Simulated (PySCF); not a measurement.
C2H6Cl2Si, SMILES [Si](C)(Cl)(Cl)C. Geometry optimised at r2SCAN-D4/def2-SVP. The isomer is the one that the SMILES or the coordinates give; other isomers of the formula were not compared.

**Question.** Give the equilibrium geometry at r2SCAN-D4/def2-SVP (PySCF confirms it by a frequency run) as a Z-matrix, and its point group. (An estimate is asked for; the answer gives what the named calculation found.)

**Answer.** point group C2v.
```
Si
C 1 1.8574
H 2 1.1007 1 110.70
H 2 1.1019 3 108.25 1 121.26
H 2 1.1019 3 108.25 4 117.47
C 1 1.8574 2 114.49 3 -180.00
H 6 1.1007 1 110.70 2 -180.00
H 6 1.1019 7 108.25 1 121.26
H 6 1.1019 7 108.25 8 117.47
Cl 1 2.0786 2 108.58 3 58.51
Cl 1 2.0786 2 108.58 3 -58.51
```
